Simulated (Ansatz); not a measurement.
Two isomers of CH7BFNOSi: A = `C[SiH2]OB(N)F`, B = `NC(F)([SiH3])BO`.

Isolated molecules relaxed with PBE0-D4/def2-TZVP in Ansatz; ΔE leaves out vibrations. CCSD(T)/CBS adds triple-zeta CCSD(T) − MP2 to the extrapolated MP2 energy (def2 sets, frozen cores). Functionals use def2-TZVPP. B3LYP here is the variant with VWN-RPA as its local correlation; programs differ in this. Each species was taken in one conformer, which may not be the lowest.

A:

Z-matrix (Å, degrees):
```
C
Si 1 1.856
H 1 1.092 2 110.9
H 1 1.093 2 110.4 3 -119.8
H 1 1.092 2 110.9 3 120.3
O 2 1.654 1 107.5 3 -60.2
H 2 1.487 1 110.7 3 -179.8
H 2 1.487 1 110.7 3 59.4
B 6 1.359 2 132.6 1 179.7
N 9 1.399 6 121.7 2 180.0
F 9 1.346 6 119.6 2 -0.0
H 10 1.003 9 122.2 6 0.0
H 10 1.003 9 122.5 6 180.0
```

B:

Z-matrix (Å, degrees):
```
C
F 1 1.430
Si 1 1.922 2 104.6
N 1 1.412 2 112.3 3 116.4
B 1 1.574 2 110.6 3 -116.0
H 3 1.488 1 106.3 2 71.8
H 3 1.483 1 110.3 2 -47.8
H 3 1.485 1 110.7 2 -169.3
H 4 1.011 1 113.6 2 -58.2
H 4 1.011 1 114.1 2 68.7
O 5 1.347 1 118.9 2 12.2
H 5 1.201 1 119.7 2 -171.1
H 11 0.960 5 113.2 1 176.8
```

(1) Which isomer does CCSD(T)/CBS put lower? Give the gap. (Estimate.)

(2) Give E(B) − E(A) in kcal/mol with CCSD(T)/def2-TZVPP, B3LYP-D4, ωB97M-V, CCSD/def2-TZVPP, HF/def2-TZVPP, PBE-D4, PBE0-D4. (Best estimate.)

Largest T1 diagnostic: 0.013.

## Answers

(1) The calculation gave: A, by 121.4 kcal/mol.

(2) The calculation gave: CCSD(T)/def2-TZVPP 120.7, B3LYP-D4 119.0, ωB97M-V 119.3, CCSD/def2-TZVPP 122.5, HF/def2-TZVPP 130.0, PBE-D4 111.9, PBE0-D4 117.2. None reverses the order clearly.

In def2-TZVPP, CCSD(T) changes the Hartree–Fock value by −9.3 kcal/mol (the triples alone add −1.9 kcal/mol) and MP2 by −6.0 kcal/mol. The D4 term adds −1.3 kcal/mol with B3LYP and −0.7 kcal/mol with PBE0; it sums over pairs of atoms, weighted by their polarisabilities, and B3LYP, whose exchange is more repulsive, gets the larger term.
